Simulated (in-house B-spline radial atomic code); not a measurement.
## Pm³⁺: [Xe] 4f4

All numbers are computed (Dirac-Hartree-Fock, average of configuration; Fermi nucleus of rms radius 4.962 fm) with a radial B-spline atomic code at the basis-set limit, not measured.

Screening seen three ways: the hydrogenic charge with the same mean radius, Z_r = [3n² - l(l+1)]/(2<r>), the one with the same energy, Z_e = n√(-2ε), and Slater's rules. Values are occupation-weighted means over j. An effective charge above Z reflects the relativistic contraction of the inner shells.

```csv
shell,electrons,ε (eV),<r> (bohr),Z_r,Z_e,Slater
1s,2,-45479,0.02318,64.72,57.82,60.70
2s,2,-7533.7,0.09836,61.00,47.06,56.85
2p,6,-6742.8,0.08686,57.56,44.52,56.85
3s,2,-1716.7,0.2591,52.10,33.70,49.75
3p,6,-1460.8,0.2574,48.56,31.09,49.75
3d,10,-1100.6,0.2358,44.54,26.98,39.85
4s,2,-388.33,0.5919,40.55,21.37,33.25
4p,6,-301.03,0.6254,36.78,18.82,33.25
4d,10,-172.31,0.6865,30.59,14.23,21.85
5s,2,-79.84,1.427,26.27,12.11,11.85
5p,6,-55.166,1.624,22.47,10.07,11.85
4f,4,-41.578,0.9072,19.84,6.99,13.95
```

The least bound orbital is 4f7/2 at -41.37 eV, while the most diffuse is 5p3/2 (<r> = 1.649 bohr against 0.9107 bohr): energy order and size order differ.

Spin-orbit splittings of the orbital energies (j = l + 1/2 above j = l - 1/2 when positive): 2p 561.9 eV, 3p 115.4 eV, 3d 24.67 eV, 4p 25.5 eV, 4d 4.612 eV, 5p 3.867 eV, 4f 0.4889 eV.

For the 1s electron the small component carries 5.13 % of the norm, the zero-frequency Breit interaction raises the level by 129 eV, self-energy by 76.28 eV, and vacuum polarisation lowers it by 11.89 eV.

The density falls to 0.001 bohr⁻³ at 3.347 bohr; Σ<r²> = 36.807 bohr² gives, by the non-relativistic formula and without the paramagnetism of open shells, a Langevin diamagnetic susceptibility of -29.15×10⁻⁶ cm³/mol.
